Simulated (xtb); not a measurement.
Calculation: GFN2-xTB (xtb).

```
xtb start.xyz --ohess tight --gfn 2 --chrg 0 --uhf 0 --iterations 400

# start.xyz
7

B     -1.442066    -0.137773     0.936964
O     -0.328923    -0.922886     0.368392
C      0.840579    -0.335008    -0.065630
C      1.861091     0.174057    -0.462184
H     -2.540124    -0.310116     0.536486
H     -1.160681     0.922307     1.418096
H      2.770125     0.609418    -0.805953
```

Output:

```
[...]
      -------------------------------------------------------------
         1        2.0000           -0.7227997             -19.6684
       ...           ...                  ...                  ...
         4        2.0000           -0.5651389             -15.3782
         5        2.0000           -0.5525054             -15.0344
         6        2.0000           -0.5077182             -13.8157
         7        2.0000           -0.4893306             -13.3154
         8        2.0000           -0.4348805             -11.8337
         9        2.0000           -0.4130746             -11.2403
        10        2.0000           -0.4053047             -11.0289 (HOMO)
        11                         -0.2330177              -6.3407 (LUMO)
        12                         -0.1462034              -3.9784
        13                         -0.1224170              -3.3311
        14                          0.0395029               1.0749
        15                          0.2948088               8.0222
       ...                                ...                  ...
        19                          1.4889284              40.5158
      -------------------------------------------------------------
                  HL-Gap            0.1722871 Eh            4.6882 eV
             Fermi-level           -0.3191612 Eh           -8.6848 eV


         :::::::::::::::::::::::::::::::::::::::::::::::::::::
         ::                     SUMMARY                     ::
         :::::::::::::::::::::::::::::::::::::::::::::::::::::
         :: total energy             -11.074327036520 Eh    ::
         :: gradient norm              0.000178371685 Eh/a0 ::
         :: HOMO-LUMO gap              4.688169417009 eV    ::
         ::.................................................::
         :: SCC energy               -11.268983062827 Eh    ::
         :: -> isotropic ES            0.029606696645 Eh    ::
         :: -> anisotropic ES          0.004565430990 Eh    ::
         :: -> anisotropic XC          0.005119561774 Eh    ::
         :: -> dispersion             -0.002684158162 Eh    ::
         :: repulsion energy           0.194656026307 Eh    ::
         :: add. restraining           0.000000000000 Eh    ::
         :: total charge               0.000000000000 e     ::
         :::::::::::::::::::::::::::::::::::::::::::::::::::::

           -------------------------------------------------
          |                Numerical Hessian                |
           -------------------------------------------------
step length          :   0.00500
SCC accuracy         :   0.30000
Hessian scale factor :   1.00000
frozen atoms in %    :   0.00000    0
RMS gradient         :   0.00018
estimated CPU  time      0.00 min
estimated wall time      0.00 min

writing file <hessian>.

 projected vibrational frequencies (cm⁻¹)
eigval :       -0.00    -0.00    -0.00    -0.00     0.00     0.00
eigval :      177.65   260.07   389.32   460.84   631.43   648.64
eigval :      877.35   900.51  1004.96  1189.76  1342.71  2317.38
eigval :     2566.68  2642.73  3426.59
           -------------------------------------------------
          |                Property Printout                |
           -------------------------------------------------

    * Orbital Energies and Occupations

         #    Occupation            Energy/Eh            Energy/eV
      -------------------------------------------------------------
         1        2.0000           -0.7227998             -19.6684
         2        2.0000           -0.6436698             -17.5151
         3        2.0000           -0.6025587             -16.3965
         4        2.0000           -0.5651390             -15.3782
         5        2.0000           -0.5525055             -15.0344
         6        2.0000           -0.5077181             -13.8157
         7        2.0000           -0.4893308             -13.3154
         8        2.0000           -0.4348806             -11.8337
         9        2.0000           -0.4130745             -11.2403
        10        2.0000           -0.4053047             -11.0289 (HOMO)
        11                         -0.2330178              -6.3407 (LUMO)
        12                         -0.1462033              -3.9784
        13                         -0.1224170              -3.3311
        14                          0.0395029               1.0749
        15                          0.2948088               8.0222
        16                          0.3090994               8.4110
        17                          0.3586577               9.7596
        18                          0.5635304              15.3344
        19                          1.4889284              40.5158
      -------------------------------------------------------------
                  HL-Gap            0.1722869 Eh            4.6882 eV
             Fermi-level           -0.3191613 Eh           -8.6848 eV

     #   Z          covCN         q      C6AA      α(0)
     1   5 B        2.699     0.314    16.885     6.896
     2   8 O        1.643    -0.194    17.256     5.607
     3   6 C        1.872     0.120    28.185     8.575
     4   6 C        1.909    -0.150    35.354     9.603
     5   1 H        0.938    -0.085     5.054     3.515
     6   1 H        0.936    -0.103     5.649     3.716
     7   1 H        0.928     0.097     1.809     2.103

 Mol. C6AA /au·bohr⁶  :        645.977886
 Mol. C8AA /au·bohr⁸  :      15761.135756
 Mol. α(0) /au        :         40.014380

Wiberg/Mayer (AO) data.
largest (>0.10) Wiberg bond orders for each atom

 ---------------------------------------------------------------------------
     #   Z sym  total        # sym  WBO       # sym  WBO       # sym  WBO
 ---------------------------------------------------------------------------
     1   5 B    3.287 --     2 O    1.241     6 H    0.967     5 H    0.964
                             4 C    0.106
     2   8 O    2.543 --     1 B    1.241     3 C    1.140     4 C    0.131
     3   6 C    3.926 --     4 C    2.753     2 O    1.140
     4   6 C    3.963 --     3 C    2.753     7 H    0.971     2 O    0.131
                             1 B    0.106
     5   1 H    0.992 --     1 B    0.964
     6   1 H    0.989 --     1 B    0.967
     7   1 H    0.990 --     4 C    0.971
 ---------------------------------------------------------------------------

Topologies differ in total number of bonds
Writing topology from bond orders to xtbtopo.mol

molecular dipole:
                 x           y           z       tot (Debye)
 q only:        0.127       0.102       0.017
   full:        0.247       0.087      -0.041       0.673
molecular quadrupole (traceless):
                xx          xy          yy          xz          yz          zz
 q only:        1.333       0.080      -1.040      -0.416      -0.596      -0.293
  q+dip:        2.794       1.791      -1.185      -0.264      -0.590      -1.609
   full:        0.998       0.343      -0.905       0.439      -1.359      -0.093

           -------------------------------------------------
          |                Geometry Summary                 |
           -------------------------------------------------

      molecular mass/u    :       53.8557270
   center of mass at/Å    :        0.1543829      -0.1932354       0.0833917
  moments of inertia/u·Å² :        0.7345194E+01   0.9861961E+02   0.1059648E+03
rotational constants/cm⁻¹ :        0.2295056E+01   0.1709359E+00   0.1590871E+00

 * 6 selected distances

     #   Z          #   Z                                           value/Å
     1   5 B        2   8 O                                       1.3302999 (max)
     2   8 O        3   6 C                                       1.2924254
     3   6 C        4   6 C                                       1.1977463
     1   5 B        5   1 H                                       1.1721485
     1   5 B        6   1 H                                       1.1787470
     4   6 C        7   1 H                                       1.0460261 (min)

 * 5 distinct bonds (by element types)

   Z      Z             #   av. dist./Å        max./Å        min./Å
   1 H    5 B           2     1.1754477     1.1787470     1.1721485
   1 H    6 C           1     1.0460261     1.0460261     1.0460261
   6 C    6 C           1     1.1977463     1.1977463     1.1977463
   5 B    8 O           1     1.3302999     1.3302999     1.3302999
   6 C    8 O           1     1.2924254     1.2924254     1.2924254

           -------------------------------------------------
          |               Frequency Printout                |
           -------------------------------------------------
Molecule has the following symmetry elements: (sigma)
It seems to be the Cs point group
 projected vibrational frequencies (cm⁻¹)
eigval :       -0.00    -0.00    -0.00    -0.00     0.00     0.00
eigval :      177.65   260.07   389.32   460.84   631.43   648.64
eigval :      877.35   900.51  1004.96  1189.76  1342.71  2317.38
eigval :     2566.68  2642.73  3426.59
 reduced masses (amu)
   1: 12.36   2:  9.88   3: 12.24   4: 13.10   5:  8.57   6: 10.05   7: 10.20   8:  8.17
   9: 10.10  10:  5.99  11:  3.79  12:  4.14  13:  3.85  14:  7.40  15:  8.17  16:  3.77
  17: 12.57  18: 11.16  19:  1.57  20:  1.93  21:  2.52
 IR intensities (km·mol⁻¹)
   1:  0.01   2:  0.16   3:  0.04   4:  0.04   5:  0.02   6:  0.29   7:  1.35   8:  5.80
   9: 20.04  10: 12.96  11: 15.47  12:  9.40  13:131.01  14:  0.77  15: 93.17  16: 15.45
  17:299.27  18: 98.11  19:151.27  20:150.15  21: 31.10
 Raman intensities (Ä⁴*amu⁻¹)
   1:  0.00   2:  0.00   3:  0.00   4:  0.00   5:  0.00   6:  0.00   7:  0.00   8:  0.00
   9:  0.00  10:  0.00  11:  0.00  12:  0.00  13:  0.00  14:  0.00  15:  0.00  16:  0.00
  17:  0.00  18:  0.00  19:  0.00  20:  0.00  21:  0.00
 output can be read by thermo (or use thermo option).
 writing <g98.out> molden fake output.
 recommended (thermochemical) frequency scaling factor: 1.0
           -------------------------------------------------
          |             Thermodynamic Functions             |
           -------------------------------------------------

cs  symmetry found (for desy threshold:  0.10E+00) used in thermo

          ...................................................
          :                      SETUP                      :
          :.................................................:
          :  # frequencies                          15      :
          :  # imaginary freq.                       0      :
          :  linear?                             false      :
          :  only rotor calc.                    false      :
          :  symmetry                               cs      :
          :  rotational number                       1      :
          :  scaling factor                  1.0000000      :
          :  rotor cutoff                   50.0000000 cm⁻¹ :
          :  imag. cutoff                  -20.0000000 cm⁻¹ :
          :.................................................:

    mode    ω/cm⁻¹     T·S(HO)/kcal·mol⁻¹    T·S(FR)/kcal·mol⁻¹   T·S(vib)
   ------------------------------------------------------------------------
       1    177.65    -0.70154 ( 99.38%)    -0.68058 (  0.62%)    -0.70141
       2    260.07    -0.49532 ( 99.86%)    -0.56780 (  0.14%)    -0.49542
   ------------------------------------------------------------------------

   temp. (K)  partition function   enthalpy   heat capacity  entropy
                                   cal/mol     cal/K/mol   cal/K/mol   J/K/mol
 298.15  VIB   3.68                 1316.678     10.084      7.003
         ROT  0.212E+05              888.752      2.981     22.774
         INT  0.778E+05             2205.431     13.065     29.777
         TR   0.382E+27             1481.254      4.968     37.856
         TOT                        3686.6845    18.0334    67.6334   282.9784

       T/K    H(0)-H(T)+PV         H(T)/Eh          T*S/Eh         G(T)/Eh
   ------------------------------------------------------------------------
    298.15    0.587511E-02    0.487881E-01    0.321348E-01    0.166532E-01
   ------------------------------------------------------------------------

         :::::::::::::::::::::::::::::::::::::::::::::::::::::
         ::                  THERMODYNAMIC                  ::
         :::::::::::::::::::::::::::::::::::::::::::::::::::::
         :: total free energy         -11.057673805439 Eh   ::
         ::.................................................::
         :: total energy              -11.074327036517 Eh   ::
         :: zero point energy           0.042912959767 Eh   ::
         :: G(RRHO) w/o ZPVE           -0.026259728689 Eh   ::
         :: G(RRHO) contrib.            0.016653231078 Eh   ::
         :::::::::::::::::::::::::::::::::::::::::::::::::::::

optimized geometry written to: xtbopt.xyz

           -------------------------------------------------
          | TOTAL ENERGY              -11.074327036517 Eh   |
          | TOTAL ENTHALPY            -11.025538970962 Eh   |
          | TOTAL FREE ENERGY         -11.057673805439 Eh   |
          | GRADIENT NORM               0.000178288047 Eh/α |
          | HOMO-LUMO GAP               4.688164128118 eV   |
           -------------------------------------------------

------------------------------------------------------------------------
```

Cost: about 0.24 core-seconds (a rough figure).
